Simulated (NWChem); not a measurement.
SbCl3; SMILES [Cl][Sb]([Cl])[Cl]

Results from NWChem. The level has its own optimisation; frequencies are unscaled.

Question: What does the run give for B3LYP/3-21G (all-electron, non-relativistic)? Quantities: r Cl–Sb (Å); highest harmonic frequency (cm⁻¹); lowest (cm⁻¹); zero-point energy (kcal/mol).

Answer: 
| Item | Value |
|---|---|
| r Cl–Sb (Å) | 2.471 |
| highest harmonic frequency (cm⁻¹) | 335 |
| lowest (cm⁻¹) | 103 |
| zero-point energy (kcal/mol) | 1.9 |
